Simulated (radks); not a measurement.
Values are calculated unless marked as measured or tabulated.
Species: neutral lutetium. Configuration: [Xe] 4f14 5d0.75 6s2 6p0.25 (fractional occupations, a model configuration).

Level of theory: scalar-relativistic Kohn-Sham, RPBE, spin-polarised, spherical densities, finite nucleus; open shells are filled with parallel spins first (spin-orbit coupling, left out, can overturn this in heavy ions); Fermi nuclear charge, rms radius 5.37 fm (a radial shooting solver on a logarithmic mesh with Libxc functionals).

Energy parts (Ry):
| part | energy |
|---|---|
| total | -29123.8698 |
| kinetic | 31814.1583 |
| electron-nucleus | -71756.7084 |
| Hartree | 11419.8058 |
| exchange-correlation | -601.1255 |

Orbitals (lengths in bohr, moments of r in powers of bohr; <r^-3> diverges for s and p1/2):
[
 {"orbital": "1s down", "occ.": "1", "eigenvalue (Ry)": "-4647.210", "<r^-3>": "-", "<r>": "0.01932", "<1/r>": "82.19"},
 {"orbital": "1s up", "occ.": "1", "eigenvalue (Ry)": "-4647.210", "<r^-3>": "-", "<r>": "0.01932", "<1/r>": "82.19"},
 {"orbital": "2s up", "occ.": "1", "eigenvalue (Ry)": "-791.1595", "<r^-3>": "-", "<r>": "0.08184", "<1/r>": "19.18"},
 {"orbital": "2s down", "occ.": "1", "eigenvalue (Ry)": "-791.1583", "<r^-3>": "-", "<r>": "0.08184", "<1/r>": "19.18"},
 {"orbital": "2p up", "occ.": "3", "eigenvalue (Ry)": "-696.0911", "<r^-3>": "16860", "<r>": "0.07292", "<1/r>": "17.55"},
 {"orbital": "2p down", "occ.": "3", "eigenvalue (Ry)": "-696.0902", "<r^-3>": "16860", "<r>": "0.07292", "<1/r>": "17.55"},
 {"orbital": "3s down", "occ.": "1", "eigenvalue (Ry)": "-179.3399", "<r^-3>": "-", "<r>": "0.2126", "<1/r>": "7.092"},
 {"orbital": "3s up", "occ.": "1", "eigenvalue (Ry)": "-179.3397", "<r^-3>": "-", "<r>": "0.2126", "<1/r>": "7.092"},
 {"orbital": "3p down", "occ.": "3", "eigenvalue (Ry)": "-150.8006", "<r^-3>": "3698", "<r>": "0.2123", "<1/r>": "6.589"},
 {"orbital": "3p up", "occ.": "3", "eigenvalue (Ry)": "-150.8004", "<r^-3>": "3698", "<r>": "0.2123", "<1/r>": "6.589"},
 {"orbital": "3d up", "occ.": "5", "eigenvalue (Ry)": "-116.5253", "<r^-3>": "483.5", "<r>": "0.1925", "<1/r>": "6.237"},
 {"orbital": "3d down", "occ.": "5", "eigenvalue (Ry)": "-116.5249", "<r^-3>": "483.5", "<r>": "0.1925", "<1/r>": "6.237"},
 {"orbital": "4s up", "occ.": "1", "eigenvalue (Ry)": "-35.74518", "<r^-3>": "-", "<r>": "0.4780", "<1/r>": "3.000"},
 {"orbital": "4s down", "occ.": "1", "eigenvalue (Ry)": "-35.74505", "<r^-3>": "-", "<r>": "0.4780", "<1/r>": "3.000"},
 {"orbital": "4p up", "occ.": "3", "eigenvalue (Ry)": "-26.37987", "<r^-3>": "842.5", "<r>": "0.5078", "<1/r>": "2.734"},
 {"orbital": "4p down", "occ.": "3", "eigenvalue (Ry)": "-26.37983", "<r^-3>": "842.5", "<r>": "0.5078", "<1/r>": "2.734"},
 {"orbital": "4d up", "occ.": "5", "eigenvalue (Ry)": "-14.15765", "<r^-3>": "93.05", "<r>": "0.5475", "<1/r>": "2.420"},
 {"orbital": "4d down", "occ.": "5", "eigenvalue (Ry)": "-14.15742", "<r^-3>": "93.05", "<r>": "0.5475", "<1/r>": "2.420"},
 {"orbital": "5s up", "occ.": "1", "eigenvalue (Ry)": "-4.54501", "<r^-3>": "-", "<r>": "1.172", "<1/r>": "1.132"},
 {"orbital": "5s down", "occ.": "1", "eigenvalue (Ry)": "-4.53088", "<r^-3>": "-", "<r>": "1.170", "<1/r>": "1.134"},
 {"orbital": "5p up", "occ.": "3", "eigenvalue (Ry)": "-2.38724", "<r^-3>": "105.7", "<r>": "1.393", "<1/r>": "0.9369"},
 {"orbital": "5p down", "occ.": "3", "eigenvalue (Ry)": "-2.36559", "<r^-3>": "106.5", "<r>": "1.389", "<1/r>": "0.9397"},
 {"orbital": "4f up", "occ.": "7", "eigenvalue (Ry)": "-0.75860", "<r^-3>": "13.86", "<r>": "0.7251", "<1/r>": "1.826"},
 {"orbital": "4f down", "occ.": "7", "eigenvalue (Ry)": "-0.75494", "<r^-3>": "13.90", "<r>": "0.7225", "<1/r>": "1.829"},
 {"orbital": "6s up", "occ.": "1", "eigenvalue (Ry)": "-0.37743", "<r^-3>": "-", "<r>": "3.593", "<1/r>": "0.3491"},
 {"orbital": "6s down", "occ.": "1", "eigenvalue (Ry)": "-0.34122", "<r^-3>": "-", "<r>": "3.644", "<1/r>": "0.3450"},
 {"orbital": "5d up", "occ.": "0.75", "eigenvalue (Ry)": "-0.17286", "<r^-3>": "3.232", "<r>": "2.809", "<1/r>": "0.4853"},
 {"orbital": "5d down", "occ.": "0", "eigenvalue (Ry)": "-0.13769", "<r^-3>": "3.230", "<r>": "2.856", "<1/r>": "0.4822"},
 {"orbital": "6p up", "occ.": "0.25", "eigenvalue (Ry)": "-0.12457", "<r^-3>": "5.358", "<r>": "5.267", "<1/r>": "0.2387"},
 {"orbital": "6p down", "occ.": "0", "eigenvalue (Ry)": "-0.09896", "<r^-3>": "4.825", "<r>": "5.410", "<1/r>": "0.2310"}
]

The highest occupied level is 6p up at -1.695 eV. The configuration is held as typed, so some empty levels lie below it. The spin density at the nucleus is -0.887 e/bohr^3 (1s -0.003, 2s -0.098, 3s 0.074, 4s 0.103, 5s -2.329, 6s 1.367). The density falls to 0.001 e/bohr^3 at r = 5.11 bohr. Spin moment in Bohr magnetons: 1.
